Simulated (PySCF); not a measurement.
**Removing an electron from `C/C=C(\C)COC(C)=O`**

C7H12O2.
Numbering: `[CH3:1]/[CH:2]=[C:3](\[CH3:4])[CH2:5][O:6][C:7]([CH3:8])=[O:9]` (hydrogens: H10, H11, H12 on C1; H13 on C2; H14, H15, H16 on C4; H17, H18 on C5; H19, H20, H21 on C8)

Geometry (PBE0-D3(BJ)/def2-SVP, Å), atoms numbered from 1 in this order:
```xyz
21
C7H12O2 angstrom
C     -2.8731   -1.2984    0.4248
C     -1.5733   -0.5747    0.5363
C     -1.2606    0.6325    0.0464
C     -2.1815    1.5297   -0.7220
C      0.1098    1.2261    0.2404
O      1.0447    0.3324    0.8171
C      1.7906   -0.4005   -0.0301
C      2.6505   -1.3716    0.7235
O      1.7492   -0.2879   -1.2250
H     -3.6266   -0.7495   -0.1561
H     -3.2983   -1.4994    1.4227
H     -2.7325   -2.2812   -0.0555
H     -0.7847   -1.1006    1.0858
H     -1.8244    1.6598   -1.7577
H     -2.2175    2.5365   -0.2718
H     -3.2086    1.1467   -0.7640
H      0.0540    2.0875    0.9266
H      0.4969    1.5827   -0.7280
H      3.0363   -0.9214    1.6473
H      3.4692   -1.7134    0.0803
H      2.0367   -2.2407    1.0072
```

Level: B3LYP/def2-SVPD (PySCF). Frontier orbitals with their largest atomic shares (Löwdin; up to four atoms above 4 %):

```json
{"orbital": "HOMO−3", "ε (eV)": "-9.33", "main atoms": "C2 16 %, O6 14 %, C1 12 %, C4 10 %"}
{"orbital": "HOMO−2", "ε (eV)": "-8.51", "main atoms": "O6 40 %, O9 24 %, C5 9 %, C3 9 %"}
{"orbital": "HOMO−1", "ε (eV)": "-7.80", "main atoms": "O9 68 %, O6 10 %, C7 8 %, C8 8 %"}
{"orbital": "HOMO", "ε (eV)": "-6.67", "main atoms": "?"}
{"orbital": "LUMO", "ε (eV)": "-0.08", "main atoms": "C7 34 %, O9 27 %, O6 11 %, C8 9 %"}
{"orbital": "LUMO+1", "ε (eV)": "0.25", "main atoms": "C2 26 %, C3 26 %, C1 6 %, C5 6 %"}
{"orbital": "LUMO+2", "ε (eV)": "0.32", "main atoms": "C8 11 %, C7 9 %, C1 8 %, C4 8 %"}
```

What vertical ionisation energy does ΔSCF give, and how far is −ε(HOMO) from it?

ΔSCF: 8.83 eV (852 kJ/mol; threshold wavelength 140 nm); ⟨S²⟩ of the doublet left behind is 0.752, against 0.75 for a pure doublet. −ε(HOMO) is 6.67 eV, 2.16 eV below it. For the exact functional −ε(HOMO) would equal the first vertical ionisation energy; B3LYP (global hybrid, 20 % exact exchange) falls short of its own ΔSCF value by 24 %.

On which atoms does the HOMO lie?

C2 (alkene CH carbon) 33 %, C3 (fully substituted alkene carbon) 32 %, C1 (allylic carbon) 7 %, C4 (allylic carbon) 6 %, so no atom holds as much as 40 %. The HOMO−1 lies 1.13 eV lower.

What kinetic energy would electrons from this vertical process carry with 118.2 nm light (10.49 eV)?

10.49 − 8.83 = 1.66 eV.

Shift the occupied levels rigidly so that −ε(HOMO) equals the ΔSCF value. What binding energies result?

The shift is +2.16 eV: HOMO 8.83, HOMO−1 9.96, HOMO−2 10.67, HOMO−3 11.49 eV. A rigid shift is only a rough guide to the deeper ionisations.

Isolated species at its PBE0-D3(BJ)/def2-SVP geometry (one conformer only).
